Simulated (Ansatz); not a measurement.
Ansatz (a quantum-chemistry and plane-wave program) input (B3LYP/def2-TZVPD):

Ansatz 0.2 input:
```yaml
crystal:
  periodic: [false, false, false]
  atoms:
    - {symbol: F, position_ang: [-0.07492005, 2.29929865, -0.02087066]}
    - {symbol: Al, position_ang: [-0.02152756, 0.66068136, -0.00599698]}
    - {symbol: Br, position_ang: [-1.93833975, -0.48198954, -0.00333256]}
    - {symbol: Br, position_ang: [1.96560085, -0.35465462, 0.01092675]}
basis:
  gaussian:
    orbitals: def2-TZVPD
hamiltonian:
  xc: {name: B3LYP}
total_charge: -1
magnetization: {spin_polarized: true, initial_magnetization: 1}
```

End of the output:

```
integrals: 0.16 GiB planned
1389 factors; their error is unknown
0.28 GiB of the device are held for the grids
1.48 GiB of device memory are held for the factors and their scratch space
mean field: 1.11 GiB planned
mean field evaluation 1: about -149415.1541 eV, gradient 1.3e1 eV
mean field evaluation 2: about -149414.8094 eV, gradient 1.5e1 eV
mean field evaluation 4: about -149415.7438 eV, gradient 6.7e-1 eV
mean field evaluation 8: about -149415.7445 eV, gradient 3.7e-2 eV
mean field evaluation 16: about -149416.2626 eV, gradient 5.2e-5 eV
mean field evaluation 32: about -149415.4794 eV, gradient 4.3e-3 eV
mean field evaluation 64: about -149416.2626 eV, gradient 5.2e-5 eV
mean field -149416.26255971 eV, -5490.9463710892 hartree, gradient 5.2e-5 eV, S^2 0.751559; 9 other end points of the search recorded, 0 dependent functions left out
reference -149416.26275712 eV, -5490.9463783438 hartree; 47, 46 occupied and 150, 151 virtual orbitals, 1389 factors
Total energy: -149416.26275712 eV, -5490.9463783438 hartree
```

This state (charge -1, doublet) is run at the relaxed geometry of the species with charge 0 and multiplicity 1.
